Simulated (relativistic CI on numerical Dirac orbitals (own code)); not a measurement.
## What each ingredient does to the levels of Yb LII

Base calculation: Dirac-Coulomb-Breit CI, orbitals from a KLI potential per configuration, model QED, unscaled Slater integrals.

Configurations in the expansion (outside the closed core [Ne]): 3s²3p⁶3d, 3s²3p⁵3d², 3s3p⁶3d², 3s²3p⁶4s, 3s²3p⁶4p, 3s²3p⁶4d, 3s²3p⁵3d4s, 3s²3p⁶4f, 3s²3p⁵3d4p, 3s²3p⁵3d4d, 3s3p⁶3d4s, 3p⁶3d²4p, 3s²3p⁵3d4f, 3s3p⁶3d4p, 3s3p⁶3d4d, 3s²3p⁶5s, 3s3p⁶3d4f, 3s²3p⁶5p, 3s²3p⁶5d, 3s²3p⁶5f, 3s²3p⁶5g, 3p⁶3d³, 3p⁵3d⁴, 3p⁵3d³4s, 3p⁶3d²4s, 3p⁵3d²4s², 3p⁶3d²4d, 3p⁵3d³4d, 3p⁵3d²4s4d. Double excitations out of closed p, d and f shells are left out; levels of such configurations are missing from the list, as are those of other unlisted configurations, and high levels can miss mixing partners. These lack a partner that the ground configuration has and come out too high: 3s²3p⁵3d4p, 3s²3p⁵3d4f.

The lowest level and the first level of each name with at least 55 % of one term (blank where a level has no safe partner in the second run):

| Level | Base (eV) | Shift (eV) |
| --- | --- | --- |
| 3s²3p⁶3d ²D3/2 | 0.000 | 0.000 |
| 3s²3p⁶3d ²D5/2 | 59.511 | +0.008 |
| 3s²3p⁵3d² ⁴D°1/2 | 236.266 | -0.102 |
| 3s²3p⁵3d² ⁴G°9/2 | 293.842 | -0.103 |
| 3s²3p⁵3d² ²H°11/2 | 303.965 | -0.102 |
| 3s²3p⁵3d² ²G°9/2 | 320.456 | -0.102 |
| 3s²3p⁵3d² ²F°5/2 | 345.294 | -0.104 |
| 3s²3p⁵3d² ²P°1/2 | 351.871 | -0.108 |
| 3s²3p⁵3d² ⁴G°11/2 | 354.064 | -0.104 |
| 3s3p⁶3d² ⁴F3/2 | 703.808 | +0.081 |
| 3s3p⁶3d² ⁴P1/2 | 731.021 | +0.082 |
| 3s3p⁶3d² ⁴F7/2 | 760.686 | +0.067 |
| 3s3p⁶3d² ⁴P3/2 | 771.402 | +0.070 |
| 3s3p⁶3d² ²G9/2 | 775.781 | +0.066 |
| 3s3p⁶3d² ²F5/2 | 779.768 | +0.065 |
| 3s3p⁶3d² ²G7/2 | 785.199 | +0.066 |
| 3s3p⁶3d² ²P1/2 | 792.734 | +0.068 |
| 3s3p⁶3d² ⁴F9/2 | 824.173 | +0.055 |

At this charge energies of transitions that change n are usually good to better than 1 %, and those within a shell (Δn = 0) to a few per cent.

(1) One thing was changed in a second run, which moved the levels as shown. Which?
A. QED terms removed
B. configuration mixing switched off
C. one mean potential for all configurations
D. valence Slater integrals scaled by 0.9
E. Breit term removed

Answers

(1) C. One mean potential for all configurations. One potential for all configurations removes the relaxation of the orbitals, which moves whole configurations and changes the integrals a little.

LS names give the leading component of a level, which can be under half, so a name can repeat, a term be missing and a line seem to break the LS rules.
